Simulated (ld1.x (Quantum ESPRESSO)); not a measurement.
## germanium (Ge), TM: configuration errors across variants

germanium (Ge), norm-conserving Troullier–Martins (Kleinman–Bylander form), made with ld1.x (Quantum ESPRESSO) 7.5 (PBEsol, scalar-relativistic). Core [Ar] 3d10, reference 4s2 4p2. Waves: 4p (bound): rc 2.20 bohr; 4d channel at 0.35 Ry: rc 2.20 bohr; 4s (bound): rc 1.35 bohr. Local part: the s channel. Core correction: a·sin(br)/r model core inside 0.90 bohr.

All-electron excitation energies from the reference (eV): (1) 4s2 4p1 7.453; (2) 4s2 4p0 22.902; (3) 4s1 4p0 57.690; (4) 4s2 4p1.5 2.805; (5) 4s1 4p2 16.183; (6) 4s2 4p2.3 -0.883; (7) 4s1 4p3 7.981.

A true bound ghost makes a file unfit for plane-wave use even where its test errors are small: the radial tests pick states by their node count and pass the ghost by.

Errors AE − PS in meV (a dash: test not solved or not reliable):

| change | (1) | (2) | (3) | (4) | (5) | (6) | (7) | bound ghosts |
| --- | --- | --- | --- | --- | --- | --- | --- | --- |
| base | -5.9 | -45 | -273 | -1.2 | -32 | 0.0 | -14 | d |
| all radii but the core radius scaled by about 0.79 (s 1.08, p 1.74, d 1.74 bohr) | -5.4 | -33 | -159 | -1.2 | -31 | -0.1 | -22 | p, d |
| all radii but the core radius scaled by about 0.88 (s 1.18, p 1.94, d 1.94 bohr) | -5.9 | -37 | -232 | -1.3 | -38 | -0.1 | -20 | p, d |
| all radii but the core radius scaled by about 0.96 (s 1.30, p 2.12, d 2.12 bohr) | -6.0 | -42 | -265 | -1.2 | -35 | 0.0 | -15 | p, d |
| all radii but the core radius scaled by about 1.05 (s 1.42, p 2.32, d 2.32 bohr) | -6.0 | -47 | -282 | -1.1 | -30 | 0.0 | -12 | none |
| all radii but the core radius scaled by about 1.15 (s 1.56, p 2.54, d 2.54 bohr) | -6.5 | -55 | -302 | -1.2 | -26 | 0.0 | -8.2 | none |
| all radii but the core radius scaled by about 1.26 (s 1.70, p 2.78, d 2.78 bohr) | -7.5 | -65 | -329 | -1.3 | -23 | 0.0 | -4.9 | p |

Q: Give the same row for: all radii but the core radius scaled by about 1.38 (s 1.86, p 3.04, d 3.04 bohr).

A: -8.4, -72, -349, -1.5, -22, 0.0, -3.8; bound ghosts: p.
